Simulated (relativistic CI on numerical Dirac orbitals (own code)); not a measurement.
**Transition arrays of Ni9+**

Calculated at this level of theory: Dirac-Coulomb-Breit CI, KLI orbitals optimised for each configuration, model QED (radiative potential, 1s self-energy scaled to tabulated hydrogen-like ionisation energies), valence Slater integrals scaled by 0.9, whole transition arrays (own radial code, finite nucleus).

CI space (outside the closed core [Ne] 3s2): 3p6 3d, 3p6 4f, 3p5 3d2, 3p6 4p, 3p6 5f. Levels of other configurations are missing.

All E1 lines from the levels of 3p6 3d; mean and standard deviation are weighted by gf, and upper levels are sorted by their leading configuration.

| Upper configuration | Lines | Σgf | Mean (eV) | Mean (nm) | σ (eV) | Strongest line (nm) |
| --- | --- | --- | --- | --- | --- | --- |
| 3p6 4f | 3 | 7.1 | 135.23 | 9.169 | 0.18 | 9.179 |
| 3p5 3d2 | 60 | 31.0 | 84.05 | 14.751 | 4.27 | 14.243 |
| 3p6 4p | 3 | 0.1 | 96.43 | 12.857 | 0.20 | 12.844 |
| 3p6 5f | 3 | 2.8 | 166.67 | 7.439 | 0.19 | 7.446 |

Σgf per state of the lower configuration in bins of 0.2 nm over the central range (centre: value): 7.5: 0.28, 9.1: 0.71, 12.9: 0.01, 14.1: 0.56, 14.3: 0.85, 14.5: 0.73, 15.7: 0.53, 15.9: 0.39.

Task: How do configuration mixing and the scaling of the Slater integrals move the arrays?

Result: Slater scale 0.9, no configuration mixing: 3p6 4f 134.9 ± 0.2 eV (Σgf 5.5), 3p5 3d2 84.0 ± 4.2 eV (Σgf 31.9), 3p6 4p 96.1 ± 0.2 eV (Σgf 0.6), 3p6 5f 166.5 ± 0.2 eV (Σgf 2.1); Slater scale 1: 3p6 4f 135.3 ± 0.2 eV (Σgf 7.3), 3p5 3d2 86.1 ± 4.7 eV (Σgf 31.6), 3p6 4p 96.6 ± 0.2 eV (Σgf 0.0), 3p6 5f 166.7 ± 0.2 eV (Σgf 2.9); Slater scale 0.8: 3p6 4f 135.1 ± 0.2 eV (Σgf 6.9), 3p5 3d2 82.0 ± 3.8 eV (Σgf 30.4), 3p6 4p 96.3 ± 0.2 eV (Σgf 0.2), 3p6 5f 166.6 ± 0.2 eV (Σgf 2.7). With mixing, levels are counted to their leading configuration, so an array can shrink or vanish into another, and the sums then hold other lines.
